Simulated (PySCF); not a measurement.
## Indirect couplings

Molfile (atoms numbered from 1):
```
C3H10BNO2
     RDKit          3D

 17 16  0  0  0  0  0  0  0  0999 V2000
   -0.4489    1.8590    0.8341 C   0  0  0  0  0  0  0  0  0  0  0  0
   -0.8940    0.6029    0.3813 O   0  0  0  0  0  0  0  0  0  0  0  0
   -0.0991   -0.2918   -0.2617 B   0  0  0  0  0  0  0  0  0  0  0  0
    1.4593   -0.1027   -0.5194 C   0  0  0  0  0  0  0  0  0  0  0  0
    2.2077    0.2254    0.6905 N   0  0  0  0  0  0  0  0  0  0  0  0
   -0.6679   -1.4311   -0.7420 O   0  0  0  0  0  0  0  0  0  0  0  0
   -2.0431   -1.6944   -0.6366 C   0  0  0  0  0  0  0  0  0  0  0  0
   -0.5837    2.6196    0.0460 H   0  0  0  0  0  0  0  0  0  0  0  0
   -1.0647    2.1554    1.6967 H   0  0  0  0  0  0  0  0  0  0  0  0
    0.6110    1.8215    1.1308 H   0  0  0  0  0  0  0  0  0  0  0  0
    1.8347   -0.9885   -1.0704 H   0  0  0  0  0  0  0  0  0  0  0  0
    1.5564    0.7471   -1.2225 H   0  0  0  0  0  0  0  0  0  0  0  0
    2.1734   -0.5487    1.3505 H   0  0  0  0  0  0  0  0  0  0  0  0
    3.1926    0.3722    0.4804 H   0  0  0  0  0  0  0  0  0  0  0  0
   -2.5385   -1.0209    0.0787 H   0  0  0  0  0  0  0  0  0  0  0  0
   -2.1833   -2.7367   -0.3105 H   0  0  0  0  0  0  0  0  0  0  0  0
   -2.5253   -1.5784   -1.6214 H   0  0  0  0  0  0  0  0  0  0  0  0
  1  2  1  0
  2  3  1  0
  3  4  1  0
  4  5  1  0
  3  6  1  0
  6  7  1  0
  1  8  1  0
  1  9  1  0
  1 10  1  0
  4 11  1  0
  4 12  1  0
  5 13  1  0
  5 14  1  0
  7 15  1  0
  7 16  1  0
  7 17  1  0
M  END
```

Method: B3LYP/pcJ-1 (spin–dipole term only in couplings to heteroatoms)//PBE0-D3(BJ)/def2-SVP, PySCF 2.14; isolated molecule, single conformer, non-relativistic. Couplings are averaged over pairs made equivalent by symmetry, fast rotation or ring inversion, so a value needn't be that of the named pair in this geometry, while other rotamers aren't included; one pair stands for each set, and the list holds those of at least 0.8 Hz over up to four bonds, among pairs with at least one C or B or N or H atom (others weren't computed).

Isotopes: 13C, 1H, 11B, 15N, 17O. Couplings to quadrupolar nuclei such as 17O and 33S are rarely resolved in practice.

| pair | bonds | J (Hz) |
| --- | --- | --- |
| C1, O2 | 1 | ? |
| C1, H8 | 1 | 148.0 |
| O2, B3 | 1 | -11.4 |
| B3, C4 | 1 | 79.0 |
| C4, N5 | 1 | ? |
| C4, H11 | 1 | 127.7 |
| N5, H13 | 1 | -65.6 |
| O2, C4 | 2 | -9.5 |
| O2, H8 | 2 | ? |
| B3, N5 | 2 | -1.5 |
| B3, H11 | 2 | -6.9 |
| C4, H13 | 2 | -2.1 |
| H8, H9 | 2 | ? |
| H11, H12 | 2 | -15.0 |
| H13, H14 | 2 | -10.2 |
| C1, C4 | 3 | ? |
| C1, O6 | 3 | ? |
| O2, H11 | 3 | -1.4 |
| B3, H8 | 3 | 3.0 |
| B3, H13 | 3 | 6.1 |
| H11, H13 | 3 | ? |
| C1, N5 | 4 | -1.8 |

Q: Estimate the withheld couplings, with signs.

A: 
- 1J(C1,O2) = 17.1 Hz (mean over equivalent pairs that range from 15.7 to 18.4 Hz in this conformer)
- 1J(C4,N5) = -3.1 Hz (bond length 1.460 Å)
- 2J(O2,H8) = -5.4 Hz (mean over equivalent pairs that range from -10.1 to -1.3 Hz in this conformer)
- 2J(H8,H9) = -11.8 Hz (mean over equivalent pairs that range from -12.6 to -11.0 Hz in this conformer)
- 3J(C1,C4) = 1.9 Hz (mean over equivalent pairs that range from 1.0 to 2.8 Hz in this conformer)
- 3J(C1,O6) = -2.9 Hz (mean over equivalent pairs that range from -5.5 to -0.3 Hz in this conformer)
- 3J(H11,H13) = 7.1 Hz (mean over equivalent pairs that range from 2.3 to 18.7 Hz in this conformer)
